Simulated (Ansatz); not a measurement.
Two structures of GaH5F2, singlet, reached by relaxing down either side of one saddle point (PBE0-D4/def2-TZVP). Energies are electronic, without zero-point energy. Computed with Ansatz 0.2.0 (basis: def2-TZVPP and def2-QZVPP); correlated methods freeze the cores. Filled d shells of the heavier atoms are correlated. The def2 sets are not built for correlating such inner shells, so the correlated values are less sure here. Extrapolation: Hartree–Fock as exp(−7.88 √X), correlation as X^−2.97. First:

Ga1  (-0.796, -0.307, -0.829)
H2  (0.514, 0.644, -1.003)
H3  (-0.598, -1.771, -1.326)
H4  (-2.140, 0.469, -0.680)
H5  (0.460, -0.093, 1.418)
F6  (-0.345, -0.604, 1.277)
H7  (1.290, 0.852, 0.114)
F8  (1.615, 0.810, 1.029)
(Å)

Second:

| atom | x (Å) | y (Å) | z (Å) |
| --- | --- | --- | --- |
| Ga1 | -1.0078 | -0.5437 | -0.5120 |
| H2 | 0.6758 | 0.8281 | -1.2559 |
| H3 | -0.4672 | -1.7123 | -1.3750 |
| H4 | -2.0469 | 0.5880 | -0.7177 |
| H5 | 0.8157 | 0.0893 | 1.6310 |
| F6 | -0.5117 | -0.6952 | 1.2115 |
| H7 | 0.9564 | 0.8148 | -0.5518 |
| F8 | 1.5855 | 0.6312 | 1.5697 |

Problem. Which bonds change from the first to the second?

Solution. GaH₃ + HF + HF → GaH₂F ([F][GaH2]) + HF + H₂; bonds formed: H2–H7, H5–F8; dative contacts that become bonds: Ga1–F6; bonds broken: Ga1–H2, H5–F6, H7–F8.

Problem. Give the saddle point's structure and its height above each. (To be estimated.)

Solution. Computed: 0.301 eV above the first and 0.858 eV above the second (CCSD(T) at an estimated basis limit (MP2 extrapolated from triple and quadruple zeta, plus CCSD(T) − MP2 in triple zeta)).
```xyz
8
angstrom
Ga -0.8015 -0.3567 -0.6714
H 0.5826 0.6627 -0.9167
H -0.4852 -1.7276 -1.3275
H -2.0541 0.5605 -0.6704
H 0.5699 0.0064 1.3380
F -0.3465 -0.5944 1.2427
H 1.0575 0.7382 -0.0453
F 1.4772 0.7109 1.0504
```

No T1 diagnostic of these runs exceeds 0.013. The end structure is not quite a true minimum (one mode of 42i cm⁻¹).

Labels in which every atom is bracketed show which atoms are joined, not bond orders.

For scale, one of the runs: CCSD(T)/def2-TZVPP, 180 basis functions (an equivalent command: `ansatz run in.yaml --threads 4`). Hardware: 4 CPU threads, shared host. Wall time 26 s; peak host memory 1.9 GiB.
